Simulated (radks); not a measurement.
Ir XII, 66 electrons, occupied as [Kr] 4d10 4f14 5s2 5p4. Method: Dirac Kohn-Sham, PBE, spin-unpolarised, spherical densities, finite nucleus; open shells fill j = l - 1/2 first; Fermi nuclear charge, rms radius 5.4032 fm; computed with a radial shooting solver on a logarithmic mesh with Libxc functionals.

Normalised radial functions P(r) = r R(r) (large component), r in bohr:

r	4d3/2	4f7/2
0.002521	0.0005	0.0000
0.003791	0.0012	0.0000
0.005656	0.0032	0.0000
0.008505	0.0087	0.0001
0.01279	0.0238	0.0003
0.01923	0.0629	0.0011
0.02869	0.1538	0.0047
0.04315	0.3451	0.0186
0.06489	0.6533	0.0658
0.0968	0.9300	0.1965
0.1456	0.7656	0.4933
0.2189	-0.2056	0.9584
0.3292	-1.3791	1.3574
0.4911	-1.5368	1.3369
0.7385	-0.7726	0.8878
1.111	-0.1673	0.3653
1.657	-0.0124	0.0765
2.491	-0.0002	0.0051

4d3/2: eigenvalue -489.73 eV, 1 radial node at r = 0.205 bohr, <r> = 0.470 bohr, 90 % of the charge inside 0.703 bohr. 4f7/2: eigenvalue -249.50 eV, 0 radial nodes, <r> = 0.524 bohr, 90 % of the charge inside 0.842 bohr.
